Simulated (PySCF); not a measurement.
Cu²⁺: ionisation energy

Cu²⁺ [Ar] 3d9 (2D) → Cu³⁺ [Ar] 3d8 (3F), as a difference of total energies. Calculation: PySCF 2.14, in aug-cc-pwCVDZ-PP with ECP10MDF (6s6p5d3f, 70 functions); scalar relativity through the core potential. Correlated levels: valence: 3s2 3p6 frozen. The calculations carry no spin-orbit coupling.

Question: Order these methods by the ionisation energy they give, lowest first.
A. MP2 (valence)
B. CCSD (valence)
C. SCS-MP2 (valence)
D. CCSD(T) (valence)

Answer: B (36.215 eV), D (36.325 eV), C (36.468 eV), A (36.700 eV).

The reference lies between the lowest fine-structure levels, while these numbers refer to the centres of the terms.

Errors of the correlated levels include the incompleteness of this basis and the frozen core.

For comparison: 36.841 ± 0.012 eV (measured; NIST Atomic Spectra Database, ionization energies).
